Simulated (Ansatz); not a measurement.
```yaml
atoms:
  - { symbol: N, position_ang: [-0.0155, -0.0569, -1.1105] }
  - { symbol: N, position_ang: [0.0047, 0.0827, -0.1110] }
  - { symbol: O, position_ang: [-0.1329, 0.0087, 1.1430] }
```

Basis set: 6-31G (spherical functions). Left uncorrelated: 3 orbitals. Charge 0, multiplicity 1.

Computed with Ansatz (development build ahead of 0.2.0); each method stands on the lowest determinant of its kind that the runs found. Restricted open shells among the atoms or ions are ROHF, correlated in semicanonical orbitals with singles.

(1) Give the atomization energy at this shape (free ground-state atoms in the same class of orbitals less the molecule, no zero-point energy) of singlet N₂O by RHF-MP2, RHF.

Answers

(1)

| method | atomization energy |
| --- | --- |
| RHF-MP2 | 6.06 eV |
| RHF | -0.44 eV |

Caution: stretched shape with no unrestricted run beside it, a lower state can exist. Caution for RHF-MP2: bonds are stretched, where a single reference can fail.

This basis has no polarisation functions and is too small for such energies, which can lie far from measured ones in either direction.
